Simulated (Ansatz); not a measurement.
A run for Ansatz (an electronic-structure program): U-r2SCAN/def2-TZVPPD on BeBrCl (SMILES [Cl][Be][Br]), a point of a bond scan (R = 2.642 Å). Files ending in .json are basis or fitting sets from the Basis Set Exchange.

Ansatz 0.2 input:
```yaml
crystal:
  periodic: [false, false, false]
  atoms:
    - {symbol: Be, position_ang: [-0.00000000, -0.00000000, -0.67601116]}
    - {symbol: Cl, position_ang: [-0.00000000, -0.00000000, -2.47866670]}
    - {symbol: Br, position_ang: [0.00000000, 0.00000000, 1.96619993]}
basis:
  gaussian:
    orbitals: def2-TZVPPD.json
hamiltonian:
  xc: {name: r2SCAN}
magnetization: {spin_polarized: true, initial_magnetization: 0}
```

Program output:

```
WARN ansatz: RAYON_NUM_THREADS=1 ignored (pool sized by the plan → 1); use --threads N
Functional definition: r2SCAN
integrals: 0.06 GiB planned
901 factors; their error is unknown
mean field: 0.48 GiB planned
mean field evaluation 1: about -82969.9321 eV, gradient 1.4e1 eV
mean field evaluation 2: about -82965.2313 eV, gradient 3.1e1 eV
mean field evaluation 4: about -82971.3801 eV, gradient 1.3e0 eV
mean field evaluation 8: about -82971.3877 eV, gradient 1.6e-2 eV
mean field evaluation 16: about -82971.3768 eV, gradient 5.1e-5 eV
mean field -82971.37681179 eV, -3049.1418578142 hartree, gradient 5.1e-5 eV, S^2 0.000000; 0 other end points of the search recorded, 0 dependent functions left out
reference -82971.37684197 eV, -3049.1418589232 hartree; 28, 28 occupied and 102, 102 virtual orbitals, 901 factors
Total energy: -82971.37684197 eV, -3049.1418589232 hartree
```

The run converged.

Cost: about 5 core-seconds (a rough figure).
